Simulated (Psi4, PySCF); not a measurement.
C₄H₁₃AlOSi (SMILES [CH3][Al]([OH])[Si](C)(C)C), singlet, geometry from GFN2-xTB (such geometries of metal compounds can be far from the true shape), atoms displaced at random by about 0.08 Å a coordinate. Base run: PySCF with R2SCAN/STO-3G, gradient.

Input for PySCF:
```python
from pyscf import gto, scf, dft

mol = gto.M(
    atom='''
Al    0.69819849   -0.35993507    1.16151455
C     0.53706313   -2.09547700    2.24275476
H     0.05261158   -2.78715925    1.79142197
H     0.46176683   -2.04565821    3.30223591
H     1.59395922   -2.44030767    2.28241517
O     1.52982809    0.89602913    1.79610898
H     2.19065270    1.63841127    1.99305253
Si   -0.37096286    0.22492036   -0.74086239
C     0.79532921    0.94490262   -2.25848401
C    -1.93827136    1.42818862   -0.59131402
C    -1.30957037   -1.30402778   -1.87280101
H     0.33213670    1.36962153   -3.01947081
H     1.18172861    1.92645273   -1.83410175
H     1.41764941    0.41008244   -2.65713479
H    -1.52926331    2.33395536   -0.12915272
H    -2.74603099    1.11679651    0.00729557
H    -2.17175906    1.74391924   -1.61677370
H    -2.13425547   -1.82045545   -1.16233430
H    -0.44440335   -2.25847299   -2.03003670
H    -1.78019645   -0.98403844   -2.79343269
''',
    basis='sto-3g',
    verbose=4,
)

mf = dft.RKS(mol)
mf.xc = 'r2scan'
mf.kernel()
g = mf.nuc_grad_method()
grad = g.kernel()
```

Programs used: Psi4, PySCF; a row that names a program was run with it.

The coordinate followed is x of atom 9.

Each row names what was changed in the base input (with any setting that the change needs).

```tsv
change	dE/dx (Eh/bohr)	net force (Eh/bohr)
base	0.134600	0.001446
finite difference step (bohr) = 1e-3; conv_tol = 1e-11	0.134752	-
grids.level = 0; grid_response = off	0.132945	0.023993
density fitting = on	0.134608	0.001447
conv_tol = 1e-6	0.134615	0.001446
density fitting = on; auxbasis_response = off	0.134624	0.004907
conv_tol = 1e-11	0.134600	0.001446
grids.level = 0; grid_response = on	0.134125	0.000000
code = psi4	0.134692	0.001316
finite difference step (bohr) = 1e-4; conv_tol = 1e-11	0.134751	-
grids.level = 5; grid_response = on	0.134748	0.000000
grids.level = 1; grid_response = off	0.134058	0.003273
```

The net force is zero for an exact gradient.
